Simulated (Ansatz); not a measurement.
Abridged output of a molecular run in Ansatz:

```
Functional definition: HF
2292 factors; integrals over basis functions are off by at most 1.2e-3 eV
mean field evaluation 1: about -74896.3615 eV, gradient 6.5e1 eV
mean field evaluation 2: about -74896.6868 eV, gradient 6.5e1 eV
mean field evaluation 4: about -74904.3973 eV, gradient 4.6e0 eV
mean field evaluation 8: about -74904.4981 eV, gradient 4.3e-1 eV
mean field evaluation 16: about -74904.4989 eV, gradient 1.7e-6 eV
mean field -74904.49891239 eV, -2752.6895629376 hartree, gradient 1.7e-6 eV, S^2 0.000000; 0 other end points of the search recorded, 0 dependent functions left out
14 core orbitals not correlated: weight in the atoms' cores, before any rotation towards them, 1.000 or more for the frozen orbitals, at most 0.000 for the correlated occupied ones
reference -74904.49891239 eV, -2752.6895629376 hartree; 31, 31 occupied and 326, 326 virtual orbitals, 2292 factors
second order -45.23559067 eV of doubles, -0.00000000 eV of singles
cycle   1  -44.59013111 eV  change    6.5e-1 eV  update   1.8e-1
cycle   2  -45.66505323 eV  change    -1.1e0 eV  update   6.4e-2
cycle   3  -45.98930864 eV  change   -3.2e-1 eV  update   3.1e-2
cycle   4  -45.96475491 eV  change    2.5e-2 eV  update   8.9e-3
cycle   5  -45.95484905 eV  change    9.9e-3 eV  update   3.6e-3
cycle   6  -45.95720089 eV  change   -2.4e-3 eV  update   1.1e-3
cycle   7  -45.95676772 eV  change    4.3e-4 eV  update   4.0e-4
cycle   8  -45.95643869 eV  change    3.3e-4 eV  update   1.2e-4
cycle   9  -45.95649279 eV  change   -5.4e-5 eV  update   5.3e-5
perturbative correction -1.81250621 eV, -0.0666083747 hartree
Total energy: -74952.26791140 eV, -2754.4450412720 hartree
```

Its atoms:

```xyz
15

C    -0.4410    1.2619   -2.6236
O    -0.6129    0.5010   -1.4742
Hf   -0.6048   -0.5816    0.0948
O    -0.4951   -2.4588   -0.2958
Se   -2.8874   -0.0297    1.2584
O     0.8353   -0.0929    1.2496
C     1.8907    0.2702    2.0732
H    -0.2639    0.6172   -3.4906
H     0.4106    1.9415   -2.5156
H    -1.3371    1.8598   -2.8166
H    -0.4100   -3.3401   -0.6419
H    -2.6327   -1.0637    2.2741
H     1.5151    0.7216    2.9974
H     2.4944   -0.6049    2.3368
H     2.5387    0.9986    1.5741
```

(1) Which basis set was used?
A. def2-TZVPP
B. cc-pV(D+d)Z
C. def2-SVPD
D. cc-pV(Q+d)Z

(2) Write the keys of the input that set method, charge and spin (a neutral closed shell needs none for the last two).

Answers

(1) A. It gives 371 functions.

(2) 
```yaml
correlation: {method: ccsd_t}
```
